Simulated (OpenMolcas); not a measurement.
Ga+: CASPT2 settings compared

```
Program             : OpenMolcas
Basis               : ANO-RCC-VDZ [5s4p1d]
Scalar Hamiltonian  : DKH4, point nucleus
Active space        : 2 electrons in 8 orbitals (4s 4p 5s 5p)
State averaging     : 2S+1 = 1 even, 1 root; 2S+1 = 3 even, 3 roots kept (CI in the orbitals of an earlier block, 0 in the spin-orbit step); 2S+1 = 1 odd, 3 roots; 2S+1 = 3 odd, 3 roots kept (CI in the orbitals of an earlier block)
Spin-orbit coupling : state interaction with AMFI integrals over the reference wave functions, term energies averaged over their components
```

Methods on the same reference wave functions:
A. CASSCF
B. SS-CASPT2, IPEA 0.35 Eh, sigma2 regulariser 0.25 Eh (closed shells correlated: 3d)
C. SS-CASPT2, IPEA 0.5 Eh, imaginary shift 0.1 Eh (closed shells correlated: 3d)
D. SS-CASPT2, IPEA 0 Eh, imaginary shift 0.15 Eh (closed shells correlated: 3d)

Energies in eV above 4s2 1S0, the measured ground level; measured values from NIST Handbook of Basic Atomic Spectroscopic Data.

```
      Level       A       B       C       D  Measured
    4s2 1S0  0.0000  0.0000  0.0000  0.0000    0.0000
4s 4p 3P* 0  5.5867   5.662   5.662   5.662    5.8728
4s 4p 3P* 1  5.6386   5.714   5.714   5.714    5.9282
4s 4p 3P* 2  5.7446   5.820   5.820   5.820    6.0442
4s 4p 1P* 1  9.4107   9.423   9.424   9.417    8.7658
```

Deviations, from unrounded energies. A percentage is the sum of absolute deviations over the sum of measured energies, with the sign that they share, or ± where signs differ.

```json
{"Against measurement": "mean absolute deviation (cm-1)", "Levels": "4", "A": "3100", "B": "2600", "C": "2600", "D": "2600"}
{"Against measurement": "other configurations (%)", "Levels": "4", "A": "±5.7", "B": "±4.9", "C": "±4.9", "D": "±4.9"}
```

B, C, D lie about equally close to measurement and A furthest from it. The largest miss of D in the table is 4s 4p 1P* 1, by +5300 cm-1. The ranking rests on the paired levels alone, and a cruder setting can come out closer through cancelling errors.

Among B to D the level of the table that moves most is 4s 4p 1P* 1, by 56 cm-1 (lowest in D, highest in C).

The lowest spin-free term lies below A's lowest term by 0.008 hartree in B, 0.008 hartree in C, 0.008 hartree in D.

Some high roots are left out of the spin-orbit mixing, which shifts the levels that they would mix with. Terms from blocks run as CI alone lack orbitals of their own. Active for correlation alone: 5p 5s; no level in the range computed is led by a configuration that fills them, so any true level of that kind is missing. Without dynamic correlation excited terms often stand tens of per cent too high (terms of higher spin than the ground term too low), and those without a measured partner can miss by more than the paired ones (holds for A). Computed and measured levels are paired by configuration, term and J; levels that our copy of the source lacks, or whose pairing is in doubt (as where it misses far off the trend of its configuration), stay unpaired and out of the deviations. Levels of configurations outside the active space are missing.

* marks odd parity.
